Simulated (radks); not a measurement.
Q: These are the eigenvalues of the occupied orbitals of an atom or ion with whole-number occupations (hartree). Calculated with a radial shooting solver on a logarithmic mesh with Libxc functionals: Dirac Kohn-Sham, PBEsol, spin-unpolarised, spherical densities, point nucleus.

orbital  eigenvalue
1s1/2     -585.0454
2s1/2     -79.21006
2p1/2     -72.10037
2p3/2     -69.58914
3s1/2     -12.24208
3p1/2      -9.66116
3p3/2      -9.27588
3d3/2      -4.74201
3d5/2      -4.67475
4s1/2      -1.50150
4p1/2      -0.86701
4p3/2      -0.82413
5s1/2      -0.12994

Which element is it, and in what charge state? The configuration may be excited. Open shells, if any, are shared by 2j + 1.

A: Z = 38, strontium, charge 0: Sr in [Kr] 5s2. The list shows which subshells hold electrons but not how many an open one holds; the 1s level, -585.05 hartree, gives Z - s = 34.2 by -(Z - s)^2/2, which with screening and relativity narrows Z to a few neighbours, and the depths of the outer levels then fix element, charge and occupations together.
